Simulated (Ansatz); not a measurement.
Reaction (substitution at a C–Ge bond): `FC#[C][GeH3]` + H₂Se → `FC#C[SeH]` + GeH₄

Gas-phase electronic energies from Ansatz, PBE0-D4/def2-TZVP geometries. CCSD(T)/CBS is the MP2 limit (def2-TZVPP, def2-QZVPP) plus CCSD(T) − MP2 in def2-TZVPP, frozen cores. Functionals use def2-TZVPP. For Ge, Se outer-core shells are correlated without core-valence functions, which leaves a few kJ/mol of doubt a bond. Scalar relativity is left out up to krypton. One conformer a species, not always the lowest.

(1) Is it downhill or uphill in electronic energy at CCSD(T)/CBS, and by how much? (Best estimate.)

(2) What do these levels give: BLYP-D4, PBE-QIDH, PBE, revPBE, HF/CBS(def2), CCSD/CBS(def2)? (Best estimate.)

(3) What do rigid-rotor, harmonic-oscillator terms from PBE0-D4/def2-TZVP frequencies (298.15 K, 1 bar) make of the CCSD(T)/CBS value? (Estimate.)

Largest T1 diagnostic among the species: 0.013.

Results:

(1) Computed: Uphill: ΔE = +16.8 kcal/mol.

(2) Computed: BLYP-D4 13.7, PBE-QIDH 16.0, PBE 13.5, revPBE 13.6, HF/CBS(def2) 17.7, CCSD/CBS(def2) 17.1 kcal/mol.

(3) The calculation gave: ΔZPE = 0.0 kcal/mol, ΔH = +16.7 kcal/mol, ΔS = -6 J/(mol·K), ΔG = +17.1 kcal/mol.

From BLYP to BHLYP (50 % exact exchange), in def2-TZVPP and without D4, ΔE moves by +2.1 kcal/mol. In def2-TZVPP, CCSD(T) changes the Hartree–Fock value by −1.2 kcal/mol (the triples alone add −0.3 kcal/mol) and MP2 by −1.4 kcal/mol. Leaving LDA and LC-ωPBE aside and taking each functional with its dispersion term where it has one, the values, not all of them listed here, spread over 2.8 kcal/mol, from revPBE-D4 to PBE-QIDH.
